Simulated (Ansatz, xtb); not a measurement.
Ligand exchange: CH3Br + H2S → CH4S + HBr

Species: CH3Br (bromomethane) `CBr`, singlet; H2S (hydrogen sulfide) `S`, singlet; CH4S (methanethiol) `CS`, singlet; HBr (hydrogen bromide), singlet. The partners trade Br for SH: C–Br and H–SH bonds give way to C–SH and H–Br.

Shapes, held fixed at every level: PBE0-D4/def2-TZVP. Programs: Ansatz 0.2.0, xtb 6.7.1. The zero-point and thermal change to 298 K, harmonic and unscaled (PBE0-D4/def2-TZVP), is -0.6 kJ/mol.

**The experiment to reproduce.** Tabulated heats of formation (Active Thermochemical Tables, CRC Handbook of Chemistry and Physics, NIST-JANAF tables): CH3Br -36.4 (ATcT); H2S -20.5 (JANAF); CH4S -22.9 (CRC); HBr -35.9 (ATcT) kJ/mol, which give ΔH(298 K) = -1.9 kJ/mol.

| level | kind | ΔH (kJ/mol) | computed − measured |
| --- | --- | --- | --- |
| GFN2-xTB | semi-empirical | +3.3 | +5.2 |
| HF/def2-SVP | Hartree–Fock | -2.6 | -0.7 |
| HF/def2-TZVPP | Hartree–Fock | +0.3 | +2.2 |
| PBE-D4/def2-TZVPP | GGA | -3.5 | -1.7 |
| B3LYP-D4/def2-TZVPP | global hybrid | -1.6 | +0.3 |
| r2SCAN0-D4/def2-TZVPP | global hybrid | -3.9 | -2.1 |
| B2PLYP/def2-TZVPP | double hybrid | -0.9 | +0.9 |
| MP2/def2-TZVPP | perturbation theory | -1.3 | +0.6 |
| CCSD(T)/def2-TZVPP | coupled cluster or CI | -0.9 | +1.0 |

Nearest: B3LYP-D4/def2-TZVPP (+0.3); farthest: GFN2-xTB (+5.2). 9 of 9 levels lie within 10 kJ/mol. Relativity is left out for Br. Outer-core shells of Br are correlated in most correlated rows, in sets that cover them unevenly.
